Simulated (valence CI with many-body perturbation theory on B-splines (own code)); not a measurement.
**Energy levels of Ce⁵³⁺**

Method: valence CI with perturbative core correlation (CI+MBPT): three valence electrons over a frozen Dirac-Fock core [He], a basis of 11 s, 11 p, 10 d, 8 f, 5 g, 2 h functions for each j, with the one-electron correlation potential Σ1, the two-electron term Σ2, the three-electron term Σ3, Breit, model QED; selected CI, second order for the rest, scaled by the run's own slope (own B-spline code, finite nucleus).

The last digits are not significant, and no measured levels were compared; by estimate large intervals hold to a few tenths of a per cent, small ones and those within an open d or f shell to about a per cent.

Levels 136 to 165 of 165, with energies above the lowest level, (2s^2 2p1/2) J=1/2. "Leading %" is the weight of the configuration and term that name the level; weights of strongly mixed levels are sums over their largest components and can fall short. In the jj column 3d3/2^4 stands for four electrons in 3d with j = 3/2. Lifetimes count E1, E2, E3, M1 and M2 decay at the calculated energies, and are blank where another channel may lead or the interval is too uncertain; long ones can be off by a factor of two.

```
No.  Configuration  Term    J  E (eV)  Leading %              Leading jj  Lifetime
136         2s2p4s   ²P°  1/2  8356.0         85      2s 2p1/2 4s (99 %)   19.3 fs
137         2s2p4p    ⁴D  3/2  8372.8         43   2s 2p1/2 4p1/2 (99 %)   11.8 fs
138         2s2p4p    ⁴P  1/2  8381.0         44   2s 2p1/2 4p1/2 (99 %)   17.1 fs
139         2s2p4p    ⁴P  3/2  8411.6         30  2s 2p1/2 4p3/2 (100 %)   15.2 fs
140         2s2p4d   ⁴F°  3/2  8427.1         60  2s 2p1/2 4d3/2 (100 %)   6.99 fs
141         2s2p4p    ²P  1/2  8436.4         46   2s 2p1/2 4p3/2 (98 %)   7.18 fs
142         2s2p4p    ⁴D  5/2  8436.5         44   2s 2p1/2 4p3/2 (99 %)   35.8 fs
143         2s2p4p    ²D  3/2  8437.5         41   2s 2p1/2 4p3/2 (99 %)   9.79 fs
144         2s2p4d   ⁴F°  5/2  8446.1         41   2s 2p1/2 4d5/2 (86 %)   4.47 fs
145         2s2p4d   ²F°  5/2  8451.7         36   2s 2p1/2 4d3/2 (84 %)   8.10 fs
146         2s2p4d   ²P°  3/2  8455.2         25   2s 2p1/2 4d3/2 (98 %)   3.71 fs
147         2s2p4f    ⁴G  5/2  8455.4         45  2s 2p1/2 4f5/2 (100 %)   8.16 fs
148         2s2p4d   ⁴D°  1/2  8456.1         56   2s 2p1/2 4d3/2 (99 %)   2.85 fs
149         2s2p4f    ⁴F  7/2  8463.7         26  2s 2p1/2 4f7/2 (100 %)   8.32 fs
150         2s2p4d   ⁴F°  7/2  8470.9         38   2s 2p1/2 4d5/2 (99 %)   4.00 fs
151         2s2p4d   ²F°  5/2  8473.8         43   2s 2p1/2 4d5/2 (98 %)   4.00 fs
152         2s2p4d   ²D°  3/2  8474.2         38   2s 2p1/2 4d5/2 (97 %)   4.07 fs
153         2s2p4f    ²G  7/2  8480.3         35   2s 2p1/2 4f5/2 (99 %)   8.19 fs
154         2s2p4f    ⁴F  3/2  8480.9         50   2s 2p1/2 4f5/2 (99 %)   8.11 fs
155         2s2p4f    ⁴G  5/2  8481.0         31   2s 2p1/2 4f5/2 (99 %)   8.15 fs
156         2s2p4f    ²G  9/2  8488.5         38   2s 2p1/2 4f7/2 (99 %)   8.33 fs
157         2s2p4f    ²G  7/2  8489.4         32   2s 2p1/2 4f7/2 (99 %)   8.34 fs
158         2s2p4f    ²D  5/2  8489.5         38   2s 2p1/2 4f7/2 (99 %)   8.31 fs
159          2p²4s    ⁴P  1/2  8548.7         46       2p1/2^2 4s (97 %)   20.1 fs
160          2p²4p   ²P°  1/2  8569.0         44    2p1/2^2 4p1/2 (98 %)   9.00 fs
161          2p²4p   ²P°  3/2  8632.4         33    2p1/2^2 4p3/2 (98 %)   9.44 fs
162          2p²4d    ²D  3/2  8646.5         41    2p1/2^2 4d3/2 (98 %)   10.6 fs
163          2p²4d    ²D  5/2  8667.3         34    2p1/2^2 4d5/2 (98 %)   4.06 fs
164          2p²4f   ²F°  5/2  8673.5         40    2p1/2^2 4f5/2 (98 %)   8.23 fs
165          2p²4f   ²F°  7/2  8682.0         35    2p1/2^2 4f7/2 (98 %)   8.39 fs
```
